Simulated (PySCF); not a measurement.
Be(H)(OH) (BeH₂O), SMILES [BeH][OH]. Geometry optimised at B3LYP-D3(BJ)/def2-TZVPD.

Method: B3LYP-D3(BJ)/def2-TZVPD run with PySCF 2.14.0.

Harmonic wavenumbers (cm⁻¹): 312, 565, 568, 1220, 2180, 4013. Rotational constants (GHz): 1863, 28.25, 27.83; symmetry number 1.

Question: Work out the zero-point energy and the ideal-gas rigid-rotor harmonic-oscillator thermochemistry at 298.15 K and 1 atm.

Answer: ZPE = ½ Σ hcν = ½ × 8858 cm⁻¹ = 12.66 kcal/mol. H − E(el) = 15.52 kcal/mol. Entropy in cal/(mol K): translation 35.82, rotation 16.05, vibration 2.41, total 54.28. G − E(el) = -0.66 kcal/mol. Cp = 12.01 cal/(mol K).
